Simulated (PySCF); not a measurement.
Species: C8H9O (doublet state).
Z-matrix (Å and degrees, GFN2-xTB geometry), rows numbered from 1:
```
C 
C   1  1.4878
C   2  1.3326  1  124.53
C   3  1.4673  2  137.01  1     0.29
C   4  1.4185  3   89.91  2   179.57
C   5  1.4422  4  134.02  3  -179.61
O   6  1.2108  5  125.42  4  -179.26
C   5  1.4149  4   92.71  3     0.08
C   8  1.4662  3  135.21  2     0.27
H   1  1.0904  2  110.03  3  -119.51
H   1  1.0861  2  111.08  3     1.35
H   1  1.0903  2  110.11  3   122.37
H   2  1.0825  1  116.33  3   179.84
H   4  1.0694  3  134.96  2    -0.72
H   6  1.1096  5  113.67  4     0.81
H   9  1.0927  8  110.55  3    60.07
H   9  1.0926  8  110.56  3   -58.27
H   9  1.0872  8  109.92  3  -179.20
```

The hyperfine couplings belong to this conformer and change with its torsions.

As a line formula: `C/C=C1\C=C(C=O)[C]1C` [radical].

Method used: UKS B3LYP, pcH-1 on C H O, non-relativistic, mean-field spin-orbit, GIAO (PySCF). One conformer (not necessarily the lowest) at the GFN2-xTB geometry, without solvent, vibrations or thermal averaging. The geometry wasn't refined by DFT: couplings that depend on bond lengths, twists or pyramidal angles can differ widely from those at the functional's own minimum. The SCF solution wasn't tested for stability. ⟨S²⟩ is 0.786 where a pure state has 0.75.

Problem. The isotropic 1H couplings, averaged over equivalent nuclei, are +52.9, -47.7, -7.7, +5.3, -1.1 MHz. Assign them to H10/H11/H12; H13; H14; H15; H16/H17/H18.

Solution. 
| site | a_iso (MHz) | ρ(0) (bohr⁻³) | position | distance from C4 (Å) | bound to | spin population there | largest \|T\| (MHz) |
| --- | --- | --- | --- | --- | --- | --- | --- |
| H10/H11/H12 | +5.3 | +0.0012 | 4 bonds from C4 | 3.62 | C1 | -0.01 | 2.7 |
| H13 | -7.7 | -0.0017 | 3 bonds from C8 | 3.52 | C2 | +0.08 | 4.1 |
| H14 | -47.7 | -0.0107 | 1 bond from C4 | 1.07 | C4 | +0.71 | 27.6 |
| H15 | -1.1 | -0.0002 | 3 bonds from C4 | 2.87 | C6 | +0.03 | 2.8 |
| H16/H17/H18 | +52.9 | +0.0118 | 2 bonds from C8 | 4.03 | C9 | -0.05 | 6.2 |

ρ(0) is the spin density at the nucleus and T the dipolar tensor; entries for several nuclei are means. The largest Mulliken spin populations are on C4 (+0.71), C8 (+0.63), C5 (-0.24) and C3 (-0.13). The positive populations add up to 1.52 and the negative ones to -0.52, together 2S = 1. The angles at C4 add up to 360.0°, so it is planar; its axial dipolar tensor and the negative coupling of its proton fit spin in a p orbital normal to that plane. Main spin sites, with 60 % or more of the largest population: C4, C8; positions count bonds from the nearest.

Examples of negative spin density at the nucleus (bohr⁻³): C5 (-0.0407), C3 (-0.0345) and C9 (-0.0196).

Class means assume fast exchange of nuclei equivalent by connectivity; if that motion is slow, each nucleus keeps its own coupling. The three 1H nuclei of mean +52.9 MHz run from 2.4 to 79.3 MHz in the frozen geometry. The three 1H nuclei of mean +5.3 MHz run from 0.4 to 8.0 MHz in the frozen geometry.
